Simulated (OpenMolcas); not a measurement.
**Mn4+, Tc4+, Re4+: d3 down the group**

```
Program             : OpenMolcas
Method              : MS-RASPT2, IPEA 0.25 Eh, imaginary shift 0.1 Eh
Basis               : ANO-RCC-VTZP
Scalar Hamiltonian  : DKH2, point nucleus
Spin-orbit coupling : state interaction with AMFI integrals over the reference wave functions, term energies averaged over their components
```

Active space for each ion: 9 electrons in 8 orbitals (RAS1 p, at most 2 holes; RAS2 d); closed shells correlated by CASPT2: Mn4+ 3s; Tc4+ 4s; Re4+ 5s.

Computed levels in cm-1 above 4F 3/2:

```
                               Level   Mn4+   Tc4+   Re4+
                              4F 5/2    387   1109   5120
                              4F 7/2    910   2470   9440
                              4F 9/2   1555   3990  12530
                              4P 1/2  17080  12120  14950
                              4P 5/2  17700  13880  22070
                              2G 7/2  18270  14070  20110
                              2G 9/2  18810  14940  32010
                              2P 1/2  23490  17500  24730
                              2H 9/2  25350  19390  21090
weight of 4F in the lowest level (%)    100     98     84
```

Mixed levels, with the weight of the term that names them: Re4+ 4F 9/2 (65 %), Re4+ 4P 1/2 (64 %), Re4+ 2G 9/2 (56 %), Re4+ 2P 1/2 (64 %), Re4+ 2H 9/2 (56 %).

Measured, with the error of the calculation in %. Measured levels: Mn4+ from Corliss and Sugar, J. Phys. Chem. Ref. Data 6, 1253 (1977); Re4+ from the list in Brasseur, Gamrath and Quinet, At. Data Nucl. Data Tables 157, 101636 (2024).

| Level | Mn4+ | Re4+ |
| --- | --- | --- |
| 4F 5/2 | 359 (+7.7) | 4853 (+5.6) |
| 4F 7/2 | 835 (+9.0) | 8973 (+5.2) |
| 4F 9/2 | 1412 (+10.1) | 11914 (+5.1) |
| 4P 1/2 | 16434 (+3.9) | 14325 (+4.4) |
| 4P 5/2 | 17049 (+3.8) | 20922 (+5.5) |
| 2G 7/2 | 17892 (+2.1) | 19013 (+5.8) |
| 2G 9/2 | 18399 (+2.2) | 30366 (+5.4) |
| 2P 1/2 | 23082 (+1.7) | 23669 (+4.5) |
| 2H 9/2 | 24975 (+1.5) | 19967 (+5.6) |

The fine-structure level 4F 9/2 changes by a factor of 8.06 from Mn4+ to Re4+.

Without spin-orbit coupling 4P lies 16580, 10900, 10900 cm-1 above 4F in that order; the difference to the level 4P 1/2, of either sign, comes from spin-orbit coupling, which also lowers the zero.

CASPT2 breaks the degeneracy within a term, and the mean is taken; among the terms shown or strongly mixed into the levels shown the widest spread is 1400 cm-1 (4d3 4F, Tc4+). Active for correlation alone: 3p; no level in the range computed is led by a configuration that opens it, so any true level of that kind is missing (holds for Mn4+). Active for correlation alone: 4p; no level in the range computed is led by a configuration that opens it, so any true level of that kind is missing (holds for Tc4+). Active for correlation alone: 5p; no level in the range computed is led by a configuration that opens it, so any true level of that kind is missing (holds for Re4+). Computed and measured levels are paired by configuration, term and J; levels that our copy of the source lacks, or whose pairing is in doubt (as where it misses far off the trend of its configuration), stay unpaired and out of the deviations. Levels of configurations outside the active space are missing.
